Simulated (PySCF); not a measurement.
## Static response to an electric field

ZrMe2Cl2, C2H6Cl2Zr (singlet state).
Cartesian coordinates in Å at the PBE0-D3(BJ)/def2-SVP level; atoms count from 1:
```xyz
11
C2H6Cl2Zr angstrom
Zr    -0.693    0.009   -0.562
C     -0.738   -0.049    1.625
H     -1.759    0.054    2.034
H     -0.125    0.776    2.034
H     -0.318   -1.003    1.994
C      1.435    0.015   -1.047
H      1.603   -0.065   -2.135
H      1.936   -0.840   -0.558
H      1.911    0.947   -0.692
Cl    -1.557    2.072   -1.280
Cl    -1.597   -2.002   -1.381
```

Level: wB97X-D/def2-SVPD (PySCF), static field, nuclei fixed, core orbitals frozen in the response. The polarisability tensor in these axes (au):

```
x   95.08  0.20 -0.34
y    0.20 98.45 -0.03
z   -0.34 -0.03 95.71
```

Give the principal values, the mean and the anisotropy Δα = √{½[(α1 − α2)² + (α2 − α3)² + (α1 − α3)²]}.

Principal values 94.92, 95.85 and 98.47 au; mean 96.41 au = 14.29 Å³ = 15.90 × 10⁻⁴⁰ C²·m²/J; Δα = 3.18 au (3 % of the mean).

What is the dipole moment, and where does it point?

(1.38, -0.04, 1.22) D, 1.84 D in size, pointing from the negative to the positive side. Measured along this direction, the outermost atoms are Cl11 and Cl10 at the negative end and H4 at the positive end.

Estimate the molar refractivity from the static electronic polarisability.

Lorentz–Lorenz: R = (4π/3)N_A α = 2.5225 cm³/(mol·Å³) × 14.29 Å³ = 36.0 cm³/mol, in the limit of long wavelengths.

Sum over states: ᾱ = Σ f/ω², ω in Eh. What share falls to these 10 lowest TDDFT singlets (eV, f)? 4.52, 0.0002; 4.79, 0.0003; 4.84, 0.0000; 4.89, 0.0013; 5.48, 0.0000; 5.57, 0.0028; 6.11, 0.0050; 6.30, 0.0028; 6.32, 0.0085; 6.38, 0.0089.

They add up to 0.60 au, 0.6 % of the 96.41 au; the largest single term is 0.16 au, from the state at 6.38 eV. Terms in order: 0.01, 0.01, 0.00, 0.04, 0.00, 0.07, 0.10, 0.05, 0.16, 0.16 au. Higher excitations give the rest. The strengths listed sum to 0.030.

In a dilute gas of rigid molecules at 400 K, how does the orientational term μ²/3kT compare with the electronic polarisability?

In Gaussian units μ²/3kT = 20.41 Å³ against 14.29 Å³, a ratio of 1.43; the Debye molar polarisation (4π/3)N_A(α + μ²/3kT) is 87.5 cm³/mol, leaving out the vibrational part.

Isolated species at its PBE0-D3(BJ)/def2-SVP geometry, gas phase. Atoms past krypton carry effective core potentials; spin–orbit coupling is left out.

wB97X-D is run here without its empirical dispersion term; that term would change no orbital, density or response property at a fixed geometry.
